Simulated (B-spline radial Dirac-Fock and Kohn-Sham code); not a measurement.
Dipole and non-dipole photoemission parameters of Pt⁶⁺ 4s

System: the Pt⁶⁺ ion, 1s2 2s2 2p6 3s2 3p6 3d10 4s2 4p6 4d10 4f14 5s2 5p6 5d4; threshold 804.5 eV (orbital energy of the model). Method: Dirac-Hartree-Slater photoionisation with a Latter tail; cross sections with all multipoles, angular parameters from the dipole term and its interference with E2. Computed with a radial B-spline solver.

Input file task.json (cfg lists n, l and occupation; rrms is the nuclear radius in fm):

```json
{"items": [{
  "Z": 78,
  "q": 6,
  "cfg": [[1, 0, 2], [2, 0, 2], [2, 1, 6], [3, 0, 2], [3, 1, 6], [3, 2, 10], [4, 0, 2], [4, 1, 6], [4, 2, 10], [4, 3, 14], [5, 0, 2], [5, 1, 6], [5, 2, 4]],
  "A": 195,
  "rrms": 5.427,
  "do": "xps",
  "hv": [60, 61.2, 80, 100, 145.0, 150, 225.0, 253.0, 360.0, 457.0, 555.0, 587.0, 795.0, 1030.0, 1253.6, 1340.0, 1600.0, 2130.0, 2160.0, 2700.0, 4880.0, 7690.0, 8570.0, 8580.0, 8820.0, 9251.7, 12000, 13100.0, 13600.0, 15000]
}]}
```

Launch: `python xray2_run.py task.json out`

For linearly polarised light dσ/dΩ = σ/(4π) [1 + β P₂(cos θ) + (δ + γ cos²θ) sin θ cos φ], with θ from the polarisation vector and φ the angle between the beam and the projection of the electron momentum on the plane normal to the polarisation.

```tsv
hν (eV)	σ (kb)	β	γ
1030	40.0	1.801	0.713
1253.6	32.2	1.837	0.689
1340	29.7	1.846	0.674
1600	23.6	1.866	0.620
2130	15.8	1.890	0.500
2160	15.5	1.891	0.494
2700	11.0	1.903	0.379
4880	4.12	1.925	0.040
7690	1.80	1.935	-0.144
8570	1.47	1.937	-0.164
8580	1.46	1.937	-0.164
8820	1.39	1.937	-0.168
9251.7	1.27	1.938	-0.171
12000	?	?	?
13100	0.643	1.942	-0.105
13600	0.596	1.942	-0.087
15000	0.489	1.942	-0.029
```

Question: Give the values at 12000 eV.

Answer: σ = 0.765 kb, β = 1.941, γ = -0.138. For an s subshell δ is negligible.
